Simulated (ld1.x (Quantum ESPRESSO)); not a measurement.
**What one change does to a pseudopotential (Pt, RRKJ)**

```
Element                 : platinum
Generator               : ld1.x (Quantum ESPRESSO) 7.5
Type                    : norm-conserving RRKJ (Kleinman–Bylander form)
Functional              : LDA (PZ)
Relativity              : scalar-relativistic
Frozen core             : [Kr] 4d10 4f14 5s2
Valence charge          : 16
Reference configuration : 5p6 5d9 6s1 6p0
Partial waves           : 5p (bound): rc 1.60 bohr; 5d (bound): rc 1.75 bohr; 6s (bound): rc 2.00 bohr
Local potential         : the s channel
Core correction         : none
rho0                    : 0.001
```

Change: core correction a·sin(br)/r model core inside 1.50 bohr.

Cutoffs: the cutoffs (Ry, on a coarse ladder) from which the occupation-weighted sum of valence levels, in a spherical-Bessel basis at the reference potential, stays within 10 and 1 mRy of its value at 400 Ry; they do not see the model core or the augmentation charge, which bear on the density cutoff. Errors are all-electron minus pseudo energies relative to the spin-unpolarised reference configuration.

**Question.** What does the change do?

**Answer.** The potential gets neither clearly harder nor softer (50 Ry and 80 Ry → 50 Ry and 80 Ry); of the 9 tests that both files solve, the error grows in 0 and shrinks in 2 by more than 15 % and 0.3 meV (median size 27.9 → 19.0 meV); neither file shows a bound ghost. A model core, the more so a compact one, raises the density cutoff, which this test does not measure.

| quantity | base | changed |
| --- | --- | --- |
| cutoff, loose | 50 Ry | 50 Ry |
| cutoff, tight | 80 Ry | 80 Ry |
| bound ghosts | none | none |
| error for 5p6 5d9 6s0 6p0, meV [ΔE 9.54 eV] | -10 | -11 |
| error for 5p6 5d8 6s0 6p0, meV [ΔE 29.80 eV] | -38 | -42 |
| error for 5p6 5d7 6s0 6p0, meV [ΔE 62.32 eV] | -159 | -174 |
| error for 5p6 5d9 6s0 6p1, meV [ΔE 5.19 eV] | -470 | -471 |
| error for 5p6 5d10 6s0 6p0, meV [ΔE 0.05 eV] | -32 | -33 |
| error for 5p6 5d9 6s0.5 6p0, meV [ΔE 3.86 eV] | -2.8 | -2.9 |
| error for 5p6 5d9.5 6s0.5 6p0, meV [ΔE -0.09 eV] | -9.4 | -9.7 |
| error for 5p6 5d9 6s1 6p0 (spin-polarised), meV [ΔE -0.38 eV] | +28 | +19 |
| error for 5p6 5d9 6s0 6p0 (spin-polarised), meV [ΔE 9.42 eV] | +9.6 | +1.8 |
| s: phases at 2.20 bohr within 0.05 rad from the reference energy up to (Ry; the scan ends near 5) | 2.3 | 2.3 |
| p: phases at 2.20 bohr within 0.05 rad from the reference energy up to (Ry; the scan ends near 5) | -1.1 | -1.1 |
| d: phases at 2.20 bohr within 0.05 rad from the reference energy up to (Ry; the scan ends near 5) | 2.1 | 2.1 |
